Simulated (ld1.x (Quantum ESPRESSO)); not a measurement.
# LDA (PZ) TM dataset for Mn (Z = 25), scalar-relativistic all-electron reference.

| Item | Value |
| --- | --- |
| Element | Mn |
| Generator | ld1.x (Quantum ESPRESSO) 7.5 |
| Type | norm-conserving Troullier–Martins (Kleinman–Bylander form) |
| Functional | LDA (PZ) |
| Relativity | scalar-relativistic |
| Frozen core | [Ne] |
| Valence charge | 15 |
| Reference configuration | 3s2 3p6 3d5 4s1.5 4p0.5 |
| Partial waves | 3s (bound): rc 0.80 bohr; 3d (bound): rc 1.75 bohr; 4f channel at 0.4 Ry: rc 1.85 bohr; 3p (bound): rc 1.50 bohr |
| Local potential | the p channel |
| Core correction | none |

Occupied shells without a wave of their own: 4p, 4s. They enter only through the test configuration that unscreens the potential.

- Cutoffs needed: 180 Ry and over 300 Ry (the cutoffs (Ry, on a coarse ladder) from which the occupation-weighted sum of valence levels, in a spherical-Bessel basis at the reference potential, stays within 10 and 1 mRy of its value at 400 Ry)
- Ghost test: no extra level below or beside the all-electron valence levels (s, d, f, p tested) (spherical-Bessel basis up to 400 Ry, 20 bohr box)
- Largest excitation error: -150 meV (all-electron minus pseudo) for 3s2 3p6 3d5 4s0 4p0, out of 7 test configurations
